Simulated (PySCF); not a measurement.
# Magnetisability: `CC(C)O[SiH]([SiH3])[SiH3]`, C3H14OSi3

Geometry:
```json
{"atom": "C1", "x (Å)": "-1.736", "y (Å)": "0.984", "z (Å)": "-0.990"}
{"atom": "C2", "x (Å)": "-1.475", "y (Å)": "-0.057", "z (Å)": "0.094"}
{"atom": "C3", "x (Å)": "-2.476", "y (Å)": "-1.206", "z (Å)": "0.022"}
{"atom": "O4", "x (Å)": "-0.184", "y (Å)": "-0.585", "z (Å)": "-0.061"}
{"atom": "Si5", "x (Å)": "1.191", "y (Å)": "-0.217", "z (Å)": "0.732"}
{"atom": "Si6", "x (Å)": "2.620", "y (Å)": "-1.726", "z (Å)": "-0.262"}
{"atom": "Si7", "x (Å)": "1.686", "y (Å)": "2.050", "z (Å)": "0.633"}
{"atom": "H8", "x (Å)": "-2.741", "y (Å)": "1.384", "z (Å)": "-0.892"}
{"atom": "H9", "x (Å)": "-1.629", "y (Å)": "0.524", "z (Å)": "-1.970"}
{"atom": "H10", "x (Å)": "-1.020", "y (Å)": "1.799", "z (Å)": "-0.907"}
{"atom": "H11", "x (Å)": "-1.551", "y (Å)": "0.425", "z (Å)": "1.081"}
{"atom": "H12", "x (Å)": "-2.405", "y (Å)": "-1.693", "z (Å)": "-0.948"}
{"atom": "H13", "x (Å)": "-3.487", "y (Å)": "-0.834", "z (Å)": "0.164"}
{"atom": "H14", "x (Å)": "-2.253", "y (Å)": "-1.938", "z (Å)": "0.794"}
{"atom": "H15", "x (Å)": "0.955", "y (Å)": "-0.527", "z (Å)": "2.168"}
{"atom": "H16", "x (Å)": "2.284", "y (Å)": "-3.147", "z (Å)": "-0.126"}
{"atom": "H17", "x (Å)": "3.940", "y (Å)": "-1.560", "z (Å)": "0.358"}
{"atom": "H18", "x (Å)": "2.818", "y (Å)": "-1.500", "z (Å)": "-1.698"}
{"atom": "H19", "x (Å)": "2.962", "y (Å)": "2.350", "z (Å)": "1.290"}
{"atom": "H20", "x (Å)": "1.805", "y (Å)": "2.559", "z (Å)": "-0.741"}
{"atom": "H21", "x (Å)": "0.688", "y (Å)": "2.933", "z (Å)": "1.259"}
```

Method used: GIAO B3LYP/pcSseg-1 magnetisability, rotational g tensor and spin-rotation constants, non-relativistic, gas phase (PySCF 2.14.0). Geometry: GFN2-xTB.

How diamagnetic is it, and how anisotropic?

Isotropic -1654 × 10⁻³⁰ J/T², or -99.6 × 10⁻⁶ cm³/mol; principal values -1764, -1639, -1559 × 10⁻³⁰ J/T², anisotropy 179 × 10⁻³⁰ J/T² (root of half the summed squared differences of the principal values). The susceptibility is in cgs units.

Split it along the inertial axes a, b, c into diamagnetic and paramagnetic parts about the centre of mass, with the quadrupole moment.


```csv
axis,χ (10⁻⁶ cm³/mol),diamagnetic (10⁻⁶ cm³/mol),paramagnetic (10⁻⁶ cm³/mol),summed x² of all electrons (Å²),quadrupole Θ (D Å)
a,-105.5,-986.3,880.9,299.6,+3.81
b,-97.7,-1472.0,1374.2,185.2,-3.80
c,-95.7,-2056.7,1961.0,47.3,-0.01
```
Anisotropies 2χaa − χbb − χcc = -17.5 and 2χbb − χaa − χcc = +5.7 × 10⁻⁶ cm³/mol. Θ is traceless in Buckingham's convention.

And the rotational g tensor?


| axis | rotational constant (GHz) | g | nuclear part | electronic part |
| --- | --- | --- | --- | --- |
| a | 1.5019 | -0.0171 | 0.6045 | -0.6215 |
| b | 0.9482 | -0.0122 | 0.6000 | -0.6122 |
| c | 0.6495 | -0.0097 | 0.5887 | -0.5984 |

Asymmetric top; isotopes 12C, 1H, 16O, 28Si; no vibrational averaging.
